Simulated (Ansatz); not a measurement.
Calculated with Ansatz (gas phase, PBE0-D4/def2-TZVP geometries, no zero-point term in ΔE). CCSD(T)/CBS adds triple-zeta CCSD(T) − MP2 to the extrapolated MP2 energy (def2 sets, frozen cores). Functionals use def2-TZVPP. B3LYP here is the variant with VWN-RPA as its local correlation; programs differ in this. Each species was taken in one conformer, which may not be the lowest.

Reaction (ligand exchange at the Si–O bond): `[SiH3]O[SiH](Cl)Cl` + `C=C[SiH2]S` → `C=C[SiH2]S[SiH](Cl)Cl` + `O[SiH3]`

| level | ΔE (kJ/mol) |
| --- | --- |
| B3LYP-D4 | 58.2 |
| MP2/def2-TZVPP | 53.8 |

Q: What does CCSD(T)/CBS give? (Estimate.)

A: Ansatz gave: +57.9 kJ/mol. The listed levels differ from it by 0.3, -4.1 kJ/mol.

Largest T1 diagnostic among the species: 0.011.

From PBE to PBE0 (25 % exact exchange), in def2-TZVPP and without D4, ΔE moves by +4.9 kJ/mol. In def2-TZVPP, CCSD(T) changes the Hartree–Fock value by −31.1 kJ/mol (the triples alone add −6.4 kJ/mol) and MP2 by −39.6 kJ/mol.
